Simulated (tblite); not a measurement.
Compound: C4H4B2ClF.
Bonds: F1–B2, B2–C3, C3–C4 (double), C4–B5, B5–C6, C6–C7 (double), C7–Cl8, B2–C7. Hydrogens: H9 on C3; H10 on C4; H11 on B5; H12 on C6.

Computed with GFN2-xTB (tblite), gas phase: L-BFGS steps from a force-field or distance-geometry start until the largest atomic force falls under 0.01 eV/Å.

Step 0: E = -607.3551 eV
```
atom  x, y, z in Å  |  force x, y, z in eV/Å
F1      1.1226    2.6588    0.0105   -1.363  -2.896  -0.049
B2      0.5318    1.3418   -0.0049    1.074   1.881   0.101
C3     -1.0198    1.1312    0.0062    0.217   0.713  -0.091
C4     -1.5724   -0.0882   -0.0118    0.329  -0.932   0.127
B5     -0.6674   -1.3910   -0.0012    0.195   0.387  -0.124
C6      0.8950   -1.1870   -0.0093   -0.402   0.110   0.044
C7      1.4471    0.0476   -0.0043    0.082   0.076  -0.013
Cl8     3.2000    0.2309    0.0057   -0.554  -0.079  -0.012
H9     -1.6684    2.0047    0.0076    0.047  -0.020   0.018
H10    -2.6550   -0.2100   -0.0001    0.159   0.216  -0.036
H11    -1.1461   -2.4715   -0.0157    0.177   0.306   0.035
H12     1.5336   -2.0680   -0.0087    0.038   0.238  -0.001
```

Step 1: E = -607.5368 eV
```
atom  x, y, z in Å  |  force x, y, z in eV/Å
F1      1.1032    2.6175    0.0098   -0.757  -1.637  -0.031
B2      0.5471    1.3686   -0.0035    0.279   0.484   0.070
C3     -1.0167    1.1414    0.0049    0.112  -0.417  -0.077
C4     -1.5677   -0.1015   -0.0100    0.561   0.393   0.107
B5     -0.6646   -1.3855   -0.0030    0.138   0.134  -0.095
C6      0.8893   -1.1854   -0.0087   -0.091   0.245   0.030
C7      1.4483    0.0487   -0.0045   -0.152   0.056  -0.005
Cl8     3.1921    0.2298    0.0055   -0.364  -0.086  -0.011
H9     -1.6677    2.0044    0.0079   -0.087   0.107   0.012
H10    -2.6527   -0.2070   -0.0006    0.198   0.156  -0.027
H11    -1.1436   -2.4671   -0.0152    0.185   0.300   0.028
H12     1.5342   -2.0646   -0.0087   -0.022   0.265   0.001
```

**Question.** Estimate the geometry and energy of step 2. (The exact step hangs on the optimiser's Hessian estimate; all steps are aligned on step 1, rigid shifts and turns removed.)

**Answer.** E = -607.5690 eV, largest force 2.304 eV/Å
```
atom  x, y, z in Å  |  force x, y, z in eV/Å
F1      1.0789    2.5651    0.0089    0.421   0.969  -0.001
B2      0.5586    1.3886   -0.0014   -0.977  -2.086   0.018
C3     -1.0130    1.1344    0.0026    0.270   0.538  -0.027
C4     -1.5526   -0.0961   -0.0068   -0.143  -0.195   0.051
B5     -0.6604   -1.3805   -0.0058    0.106   0.114  -0.051
C6      0.8853   -1.1790   -0.0078    0.033   0.049   0.009
C7      1.4450    0.0504   -0.0047   -0.185   0.189   0.008
Cl8     3.1808    0.2274    0.0052   -0.141  -0.074  -0.010
H9     -1.6696    2.0069    0.0082    0.081  -0.143   0.000
H10    -2.6472   -0.2022   -0.0014    0.435   0.154  -0.014
H11    -1.1383   -2.4585   -0.0144    0.143   0.220   0.015
H12     1.5338   -2.0571   -0.0087   -0.043   0.266   0.003
```

The energy changes by -0.0322 eV. The first-order estimate −F·Δx gives -0.1480 eV and the mean of the old and new forces, exact on a quadratic surface, -0.0198 eV. The step makes an angle of 10° with the force vector and moves no atom by more than 0.058 Å.

The cost below is that of the whole relaxation. Time: 1.1 s wall, 0.31 s CPU. Hardware: one thread of an Intel Xeon at 2.50 GHz, on a shared host.
